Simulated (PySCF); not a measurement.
## Highest orbital energy against ionisation energy along the 5p block

Calculated with PySCF 2.14, no spin-orbit coupling. Each cell gives −ε(HOMO) / ΔSCF in eV; NIST values include spin-orbit coupling, (s) semi-empirical, (t) theoretical.

| species | UHF | LDA | PBE | PBE0 | r2SCAN | NIST (lowest levels) |
| --- | --- | --- | --- | --- | --- | --- |
| In(2+) (dyall-av2z, non-relativistic) | 25.681 / 25.562 | 23.513 / 27.767 | 23.125 / 27.384 | 23.924 / 27.044 | 23.322 / 27.033 | 28.044 |
| Sn(2+) (dyall-av2z, non-relativistic) | 27.641 / 27.410 | 25.465 / 29.936 | 25.042 / 29.483 | 25.916 / 29.151 | 25.189 / 29.074 | 30.506 |
| Sb(2+) (dyall-av2z, non-relativistic) | 24.284 / 23.986 | 20.483 / 24.793 | 20.404 / 24.573 | 21.548 / 24.604 | 20.756 / 24.714 | 25.323 |
| Te(2+) (dyall-av2z, non-relativistic) | 27.166 / 26.776 | 22.950 / 27.549 | 22.871 / 27.332 | 24.138 / 27.394 | 23.275 / 27.502 | 27.84 ± 0.04 |
| I(2+) (dyall-av2z, non-relativistic) | 30.127 / 29.655 | 25.442 / 30.324 | 25.369 / 30.121 | 26.771 / 30.228 | 25.852 / 30.361 | 29.57 ± 0.025 |
| Xe(2+) (dyall-av2z, non-relativistic) | 29.728 / 29.121 | 25.720 / 30.623 | 25.525 / 30.269 | 26.854 / 30.282 | 25.833 / 30.276 | 31.05 ± 0.04 (s) |

Problem. How far is −ε(HOMO) from ΔSCF on average for each method, and why?

Solution. UHF 0.35 eV; LDA -4.57 eV; PBE -4.47 eV; PBE0 -3.26 eV; r2SCAN -4.12 eV. Hartree-Fock orbital energies lack relaxation and so exceed the ΔSCF value; semilocal functionals have convex E(N) from self-interaction, so their HOMO lies far too high; exact exchange moves hybrids part of the way back.
